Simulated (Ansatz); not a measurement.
Ideal-gas functions of `Cl[B]1[NH][GaH]1` at 600 K and 1 bar, from an Ansatz frequency run at PBE0-D4/def2-TZVP.

Molar mass 132.01 g/mol, point group Cs (symmetry number 1), electronic degeneracy 1, moments of inertia 35.045, 326.621, 361.666 u Å². Harmonic wavenumbers (cm⁻¹, unscaled): 201, 263, 386, 453, 486, 529, 719, 846, 968, 1429, 2004, 3543.

Use S(trans) = R[1.5 ln M + 2.5 ln T − 1.1517]; rotational temperatures θ = 24.2544 K / I; S(rot) = R[ln(√π/σ · √(T³/θAθBθC)) + 1.5]; for each mode x = 1.438777 ν̃/T, S = R[x/(eˣ − 1) − ln(1 − e⁻ˣ)] and H = RT x/(eˣ − 1); 1 cm⁻¹ = 0.0119627 kJ/mol; R = 8.31446 J/(mol·K).

Task: By hand: the entropy, in J/(mol·K).

Result: Translation 184.3. Rotation: θ = 0.6921, 0.0743, 0.0671 K, giving 120.6. Vibration, mode by mode: 14.46, 12.28, 9.25, 8.02, 7.50, 6.87, 4.74, 3.73, 2.96, 1.23, 0.40, 0.02, in all 71.5. Electronic 0.0. Sum 376.4 J/(mol·K).

Task: By hand: H − E and G − E in kJ/mol, counted from the electronic energy.

Result: Zero-point energy ½ × 11827 × 0.0119627 = 70.7; thermal vibration 23.8; translation, rotation and pV give 4 RT = 20.0. H − E = 114.5 kJ/mol, and G − E = 114.5 − 600 × 376.4/1000 = -111.3 kJ/mol.

Vibration gives 19 % of the entropy.
